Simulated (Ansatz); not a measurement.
The cluster K3Na3, relaxed as a singlet with RKS r2SCAN/def2-SVP in Ansatz, starting from the GFN2-xTB geometry. Force threshold 0.02 eV/Å.

The restricted singlet is unstable towards broken spin symmetry in Hartree–Fock (as tested in another run); at r2SCAN/def2-SVP this wasn't settled. Another isomer (singlet) lies 0.04 eV lower at PBE0/def2-TZVP; other spin states weren't run for this one.

Start:

```xyz
6

Na   -3.249   -0.704   -0.722
Na    1.905   -0.605   -1.091
Na    0.355   -1.881   -0.192
K    -0.848    0.039    0.611
K     1.674    1.172    0.099
K     0.162    1.980    1.296
```

```csv
step,energy (eV),largest force component (eV/Å),SCF passes
1,-62193.9498,9.892,21
2,-62197.6956,5.056,30
3,-62200.4756,2.924,29
4,-62202.2735,1.971,27
5,-62203.5484,1.471,23
6,-62204.4026,1.147,22
7,-62204.9942,0.909,21
8,-62205.4122,0.718,21
9,-62205.7087,0.557,21
10,-62205.9208,0.418,21
11,-62206.0710,0.325,21
12,-62206.2033,0.215,21
13,-62206.2905,0.115,21
14,-62206.3320,0.047,21
15,-62206.3567,0.041,20
16,-62206.3778,0.025,20
17,-62206.3975,0.023,20
18,-62206.4125,0.023,20
19,-62206.4269,0.028,20
20,-62206.4453,0.038,20
21,-62206.4658,0.042,20
22,-62206.4844,0.032,20
23,-62206.4926,0.027,19
24,-62206.4946,0.020,21
25,-62206.4965,0.015,20
26,-62206.4972,0.009,22
27,-62206.4976,0.007,22
```

Force components are those of the run's own axes.

End:

Cartesian coordinates in Å:
```
Na -3.4870 -2.4654 -0.6415
Na 3.2658 -1.8610 -2.1240
Na -0.1022 -1.9703 -1.2347
K -2.1621 0.8106 1.1595
K 2.2618 1.2390 0.1380
K 0.2237 4.2473 2.7026
```

Bonds lost: Na2–K4, Na2–K6, Na3–K6 (atoms count from 1).

The force fell under the threshold at step 24, but the optimiser went on and released 0.003 eV more. No frequencies were taken in this run, so the end may be a saddle point.

It took 2.5 min on 4 threads of Intel Xeon on a shared host.
